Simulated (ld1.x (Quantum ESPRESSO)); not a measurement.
**Plane-wave convergence, ultrasoft potential for tellurium (Te)**

| Quantity | Value |
| --- | --- |
| Element | Te (Z = 52) |
| Generator | ld1.x (Quantum ESPRESSO) 7.5 |
| Type | ultrasoft |
| Functional | PBE |
| Relativity | scalar-relativistic |
| Frozen core | [Kr] |
| Valence charge | 16 |
| Reference configuration | 4d10 5s2 5p4 |
| Partial waves | 5s (bound): rcut 1.40, rcutus 1.90 bohr; 5s channel at 1.2 Ry: rcut 1.40, rcutus 1.90 bohr; 5p (bound): rcut 1.85, rcutus 2.05 bohr; 5p channel at 1.1 Ry: rcut 1.85, rcutus 2.05 bohr; 4d (bound): rcut 0.90, rcutus 1.20 bohr; 4d channel at -0.1 Ry: rcut 0.90, rcutus 1.20 bohr |
| Local potential | all-electron potential smoothed inside 1.70 bohr (lloc = -2) |
| Core correction | none |
| Augmentation charge | built from norm-conserving waves at rcut, not smoothed further |

The pseudo-atom Hamiltonian at the reference potential is diagonalised in spherical Bessel functions j_l(qr) that vanish at 20 bohr, with q² up to the cutoff. All-electron valence levels (Ry): 5s -1.1104, 5p -0.4375, 4d -3.0615.

Task: How do the lowest levels (Ry) of each channel move with the cutoff, and are there ghosts?

Result:

| cutoff (Ry) | s #1 | s #2 | p #1 | d #1 | f #1 | Σ f·Δε (mRy) |
| --- | --- | --- | --- | --- | --- | --- |
| 8 | -1.1059 | -0.0363 | -0.4372 | -0.1254 | 0.1128 | 29372.4 |
| 21 | -1.1103 | -0.0371 | -0.4375 | -1.3886 | 0.1128 | 16730.3 |
| 45 | -1.1104 | -0.0371 | -0.4376 | -2.8456 | 0.1128 | 2159.7 |
| 70 | -1.1105 | -0.0371 | -0.4376 | -3.0571 | 0.1128 | 44.1 |
| 120 | -1.1105 | -0.0371 | -0.4376 | -3.0611 | 0.1128 | 4.2 |
| 230 | -1.1105 | -0.0371 | -0.4376 | -3.0615 | 0.1128 | 0.4 |
| 400 | -1.1105 | -0.0371 | -0.4376 | -3.0615 | 0.1128 | 0.0 |

Result: no extra level below or beside the all-electron valence levels (s, p, d, f tested); 10 mRy is reached at 110 Ry and 1 mRy at 180 Ry.
